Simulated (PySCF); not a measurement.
Computed shifts of a molecule C₂H₇BO, KT2/pcSseg-1 (PySCF), GIAO, gas phase, equivalent atoms averaged, in ppm (number of nuclei): ¹H: 5.53 (1), 4.32 (3), 0.70 (3). ¹³C: 65.3 (1), 8.8 (1). References: ¹¹B against BF3 (σ = 89.8 ppm); ¹H against TMS (σ = 31.47 ppm); ¹³C against TMS (σ = 185.1 ppm); ¹⁷O against H2O (σ = 330.4 ppm), references at their B3LYP-D3(BJ)/def2-TZVP geometries, non-relativistic. The structure is a stationary point at PBE0-D3(BJ)/def2-SVP. The values are those of a single conformer.

Task: Pick the molecule that these values belong to.
(A) CBOC
(B) CCBO
(C) BOCC
(D) CB(C)O

Result: A, CBOC
